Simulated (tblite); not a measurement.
Task: Give a GFN2-xTB geometry of `CCn1nc(C)c(SC)n1`.

Result: 
```xyz
21
C6H11N3S angstrom
C     -2.8415   -0.8175    0.8900
C     -2.1527   -0.8499   -0.4717
N     -0.9078   -0.1404   -0.4349
N     -0.8167    1.1475   -0.6744
C      0.4600    1.4542   -0.5013
C      1.0272    2.8109   -0.6787
C      1.1219    0.2612   -0.1370
S      2.8137    0.0456    0.2069
C      2.8148   -1.7351    0.5503
N      0.2279   -0.7207   -0.1035
H     -2.2120   -1.2924    1.6385
H     -3.0278    0.2110    1.1896
H     -3.7888   -1.3472    0.8400
H     -1.9367   -1.8791   -0.7665
H     -2.7782   -0.3702   -1.2273
H      0.2354    3.5034   -0.9481
H      1.5045    3.1410    0.2429
H      1.7843    2.8010   -1.4618
H      2.1685   -1.9322    1.3993
H      2.4548   -2.2638   -0.3263
H      3.8403   -2.0104    0.7736
```

Any rigid rotation of these coordinates is as good. Atoms count from 1 in this order. S8 (sulfide sulfur) is bent (angle 99.2°). N3 (pyrrole-type nitrogen) is planar (angles 122.8°, 122.5° and 114.7°, sum 359.9°, 0.02 Å off the plane of its three neighbours). Of the pairs four or more bonds apart, N10···H20 is among the closest relative to their van der Waals radii: 2.72 Å, 99 % of the sum of Bondi's values. The 5-membered ring N3–N4–C5–C7–N10 has internal angles of 104.4° to 114.7°; it is planar, 0.00 Å rms from its mean plane, widest ring torsion 0°.

Bonds between heavy atoms (Å): C1–C2 1.526, C2–N3 1.433, N3–N4 1.313, N4–C5 1.324, C5–C6 1.481, C5–C7 1.412, C7–S8 1.740, S8–C9 1.813, C7–N10 1.328, N3–N10 1.318.

Structure optimised with GFN2-xTB, isolated species.

Point group: C1 (no symmetry element, even within 0.4 Å). Its GFN2-xTB frequencies are all real (lowest 22 cm⁻¹). The numbers are those of one conformer (C1–C2–N3–N4 -88°, C5–C7–S8–C9 -179°). 3 starts were optimised and ended at 0.00, 3.51 and 3.64 kcal/mol (GFN2-xTB); the lowest of these is shown.

The numbers are calculated, not measured.
